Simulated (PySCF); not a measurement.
PySCF 2.14 output of an unrestricted wB97X-V calculation on a single atom or ion in cc-pVDZ-X2C (8s7p5d3f1g, 84 functions), with scalar relativity by spin-free X2C-1e:

```
SCF conv_tol = 1e-09
number electrons alpha = 31  beta = 27
    N. Mardirossian and M. Head-Gordon.,  Phys. Chem. Chem. Phys. 16, 9904-9924 (2014)
cycle= 1 E= -10018.173903772  delta_E= -0.00764  |g|= 0.0429  |ddm|= 0.111
cycle= 2 E= -10018.1740866713  delta_E= -0.000183  |g|= 0.0246  |ddm|= 0.028
cycle= 3 E= -10018.1741821811  delta_E= -9.55e-05  |g|= 0.00444  |ddm|= 0.00913
cycle= 4 E= -10018.174185413  delta_E= -3.23e-06  |g|= 0.000146  |ddm|= 0.0021
cycle= 5 E= -10018.1741854267  delta_E= -1.38e-08  |g|= 2.75e-05  |ddm|= 0.000141
cycle= 6 E= -10018.1741854277  delta_E= -9.53e-10  |g|= 5.52e-06  |ddm|= 4.69e-05
converged SCF energy = -10018.1741854277  <S^2> = 6.0015119  2S+1 = 5.0006047
```

The run itself started from symmetry-adapted Hartree-Fock orbitals and held the occupation by maximum overlap, on a logarithmic radial grid, so the iterations belong to that start.

Question: Which element, charge and spin multiplicity is this?

Answer: Pm³⁺ (promethium, charge +3), multiplicity 5; the state was [Xe] 4f4, one real determinant.

⟨L²⟩ = 34.00 against 42 for a pure I term, so this real determinant mixes terms. Spin-orbit coupling, absent here, splits the open shell strongly.
